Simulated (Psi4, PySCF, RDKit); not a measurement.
Torsional profile of C11H10OS, SMILES COc1cccc(-c2cccs2)c1. Scanned: dihedral C6–C7–C8–S12; all other coordinates were relaxed at GFN2-xTB. Points at φ and −φ are mirror images. Heavy atoms are numbered in the order of the SMILES COc1cccc(-c2cccs2)c1, hydrogens after them in the order of the atoms that carry them; the mirror image has the same energies with the sign of each dihedral reversed.

- RMP2/3-21G = PySCF 2.14.0 with restricted MP2 (frozen core)/3-21G // GFN2-xTB
- RHF/STO-3G = PySCF with restricted Hartree-Fock/STO-3G // GFN2-xTB
- MMFF94 // GFN2-xTB (RDKit)
- PBE-D3(BJ)/def2-SVP // GFN2-xTB (Psi4)

Energies relative to the lowest point of each profile, in eV; the last columns give the difference from PBE-D3(BJ):

```tsv
φ / °	RMP2/3-21G	RHF/STO-3G	MMFF94	PBE-D3(BJ)/def2-SVP	RMP2/3-21G − PBE-D3(BJ)/def2-SVP	RHF/STO-3G − PBE-D3(BJ)/def2-SVP	MMFF94 − PBE-D3(BJ)/def2-SVP
-165	0.029	0.003	0.078	0.000	0.029	0.003	0.078
-150	0.005	0.006	0.033	0.004	0.001	0.002	0.028
-135	0.000	0.031	0.004	0.033	-0.033	-0.002	-0.029
-120	0.014	0.073	0.001	0.086	-0.072	-0.012	-0.085
-105	0.032	0.110	0.010	0.143	-0.111	-0.033	-0.133
-90	0.041	0.123	0.016	0.170	-0.129	-0.047	-0.154
-75	0.033	0.108	0.011	0.145	-0.111	-0.036	-0.134
-60	0.016	0.070	0.000	0.089	-0.073	-0.019	-0.089
-45	0.004	0.028	0.001	0.037	-0.033	-0.010	-0.036
-30	0.013	0.003	0.031	0.009	0.003	-0.007	0.021
-15	0.038	0.000	0.078	0.006	0.033	-0.006	0.072
0	0.055	0.004	0.104	0.009	0.046	-0.005	0.095
15	0.038	0.000	0.078	0.006	0.033	-0.006	0.072
30	0.013	0.003	0.031	0.009	0.003	-0.007	0.021
45	0.004	0.028	0.001	0.037	-0.033	-0.010	-0.036
60	0.016	0.070	0.000	0.089	-0.073	-0.019	-0.089
75	0.033	0.108	0.011	0.145	-0.111	-0.036	-0.134
90	0.041	0.123	0.016	0.170	-0.129	-0.047	-0.154
105	0.032	0.110	0.010	0.143	-0.111	-0.033	-0.133
120	0.014	0.073	0.001	0.086	-0.072	-0.012	-0.085
135	0.000	0.031	0.004	0.033	-0.033	-0.002	-0.029
150	0.005	0.006	0.033	0.004	0.001	0.002	0.028
165	0.029	0.003	0.078	0.000	0.029	0.003	0.078
180	0.045	0.006	0.104	0.003	0.041	0.003	0.101
```

RMP2/3-21G is furthest from PBE-D3(BJ)/def2-SVP at -90 (-0.129 eV, below); its mean absolute difference over the points is 0.056 eV.

RHF/STO-3G is furthest from PBE-D3(BJ)/def2-SVP at -90 (-0.047 eV, below); its mean absolute difference over the points is 0.015 eV.

MMFF94 is furthest from PBE-D3(BJ)/def2-SVP at -90 (-0.154 eV, below); its mean absolute difference over the points is 0.080 eV.
